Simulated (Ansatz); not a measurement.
Job for Ansatz (a first-principles code): U-PBE/cc-pVTZ on C2H6Se (SMILES CC[SeH]), a point of a bond scan (R = 0.981 Å).

Ansatz 0.2 input:
```yaml
crystal:
  periodic: [false, false, false]
  atoms:
    - {symbol: Se, position_ang: [-0.55498298, -0.21214087, 0.55361405]}
    - {symbol: H, position_ang: [-1.52607192, -0.05920117, -0.54272366]}
    - {symbol: C, position_ang: [1.03208518, -0.24790716, -0.62909867]}
    - {symbol: C, position_ang: [1.24880037, 1.03703812, -1.40772409]}
    - {symbol: H, position_ang: [0.93381648, -1.11104940, -1.28408602]}
    - {symbol: H, position_ang: [1.85619480, -0.44343878, 0.05686397]}
    - {symbol: H, position_ang: [1.33500451, 1.80653220, -0.80523507]}
    - {symbol: H, position_ang: [0.41578897, 1.23333108, -2.08443844]}
    - {symbol: H, position_ang: [2.15979709, 0.96633040, -2.00926490]}
basis:
  gaussian:
    orbitals: cc-pVTZ
hamiltonian:
  xc: {name: PBE}
magnetization: {spin_polarized: true, initial_magnetization: 0}
```

The head of its log:

```
WARN ansatz: RAYON_NUM_THREADS=1 ignored (pool sized by the plan → 1); use --threads N
Functional definition: PBE
integrals: 0.09 GiB planned
1068 factors; their error is unknown
mean field: 0.92 GiB planned
mean field evaluation 1: about -67498.7823 eV, gradient 5.0e1 eV
mean field evaluation 2: about -67468.8003 eV, gradient 8.5e1 eV
```

Task: What total energy does the run end on?

Result: -2480.9570 hartree.
